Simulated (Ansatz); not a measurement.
Species: C3H5O2, charge 0, multiplicity 2. It need not be the lowest isomer of its formula. 
Structure (B3LYP-D3(BJ)/def2-TZVP (Ansatz, a program for electronic structure) minimum search):
```xyz
10

C     -2.2023     0.3687     0.0110
C     -0.8894    -0.2649     0.2186
O      0.1274     0.5679    -0.3917
C      1.3911     0.1605    -0.2347
O      1.7475    -0.8218     0.3538
H     -3.1015    -0.2214     0.1073
H     -2.2795     1.4396    -0.1037
H     -0.6383    -0.3780     1.2822
H     -0.8382    -1.2667    -0.2168
H      2.0624     0.8716    -0.7346
```
Charge 0, spin multiplicity 2.

Basis-set convergence of Hartree-Fock and MP2 correlation energies (hartree) with Ansatz. Correlated levels leave the core frozen unless marked. Open shells are spin-unrestricted. Spin-orbit coupling is left out. No relativistic terms.

```tsv
basis	functions	E(HF)	E(corr, MP2)
cc-pVDZ	95	-266.21492	-0.74525
cc-pVTZ	220	(withheld)	(withheld)
```

### Question
Complete the blanks.

### Answer

- cc-pVTZ, E(HF): -266.29500
- cc-pVTZ, E(corr, MP2): -0.93325
